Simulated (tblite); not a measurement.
Compound: CH₈BPS.
Atom-mapped SMILES: `[CH3:1][S:2][BH2-:3][PH3+:4]` (hydrogens: H5, H6, H7 on C1; H8, H9 on B3; H10, H11, H12 on P4)

Computed with GFN2-xTB (tblite), gas phase: L-BFGS steps from a force-field or distance-geometry start until the largest atomic force falls under 0.01 eV/Å.

Step 56: E = -359.6054 eV
```
atom  x, y, z in Å  |  force x, y, z in eV/Å
C1      2.1865    0.2643    0.2785   -0.030   0.026   0.001
S2      0.7809    0.4236   -0.8832    0.113  -0.069   0.072
B3     -0.4220   -0.9253   -0.2096   -0.092   0.094  -0.010
P4     -1.9275    0.2880   -0.0780    0.061  -0.059  -0.065
H5      3.0486    0.7343   -0.1828   -0.016   0.017  -0.064
H6      2.3824   -0.7905    0.4434   -0.007   0.031  -0.004
H7      1.9666    0.7640    1.2177   -0.090  -0.031   0.005
H8     -0.7011   -1.7296   -1.0299    0.015  -0.080   0.002
H9     -0.1088   -1.3299    0.8552    0.010   0.023  -0.024
H10    -3.2641   -0.0059    0.2234    0.039   0.052   0.021
H11    -2.1596    0.8597   -1.3125    0.001   0.025   0.033
H12    -1.7806    1.4466    0.6517   -0.002  -0.030   0.033
```

Step 57: E = -359.6083 eV
```
atom  x, y, z in Å  |  force x, y, z in eV/Å
C1      2.1819    0.2663    0.2776    0.001   0.012   0.024
S2      0.7874    0.4091   -0.8949    0.068  -0.064   0.029
B3     -0.4288   -0.9258   -0.2087    0.009   0.049  -0.035
P4     -1.9144    0.2930   -0.0749   -0.024  -0.005  -0.029
H5      3.0439    0.7439   -0.1764   -0.033   0.045  -0.040
H6      2.3931   -0.7851    0.4440   -0.024   0.004   0.001
H7      1.9422    0.7597    1.2158   -0.055  -0.022  -0.007
H8     -0.7185   -1.7305   -1.0240    0.005  -0.088  -0.036
H9     -0.1027   -1.3392    0.8464    0.008   0.027   0.035
H10    -3.2487   -0.0066    0.2236    0.010   0.034   0.035
H11    -2.1511    0.8600   -1.3083    0.007   0.041  -0.011
H12    -1.7830    1.4544    0.6538    0.028  -0.034   0.034
```

**Question.** Estimate the geometry and energy of step 58. (The exact step hangs on the optimiser's Hessian estimate; all steps are aligned on step 57, rigid shifts and turns removed.)

**Answer.** E = -359.6095 eV, largest force 0.079 eV/Å
```
atom  x, y, z in Å  |  force x, y, z in eV/Å
C1      2.1773    0.2668    0.2786    0.031  -0.001   0.031
S2      0.7911    0.4005   -0.9010    0.038  -0.059  -0.014
B3     -0.4304   -0.9271   -0.2105    0.041   0.006  -0.036
P4     -1.9070    0.2964   -0.0729   -0.061   0.027  -0.010
H5      3.0374    0.7539   -0.1696   -0.038   0.049  -0.023
H6      2.3997   -0.7828    0.4436   -0.032   0.008  -0.001
H7      1.9242    0.7539    1.2163   -0.038  -0.014   0.002
H8     -0.7280   -1.7315   -1.0244    0.008  -0.072  -0.032
H9     -0.0972   -1.3455    0.8406   -0.002   0.034   0.038
H10    -3.2399   -0.0038    0.2319    0.010   0.036   0.035
H11    -2.1500    0.8552   -1.3088    0.010   0.045  -0.008
H12    -1.7760    1.4632    0.6502    0.032  -0.061   0.017
```

The energy changes by -0.0012 eV. The first-order estimate −F·Δx gives -0.0015 eV and the mean of the old and new forces, exact on a quadratic surface, -0.0012 eV. The step makes an angle of 78° with the force vector and moves no atom by more than 0.019 Å.

The cost below is that of the whole relaxation. On one thread, AMD EPYC 9R45 (x86_64), shared host with 96 logical CPUs at a one-minute load of 25, this took 0.27 s wall.
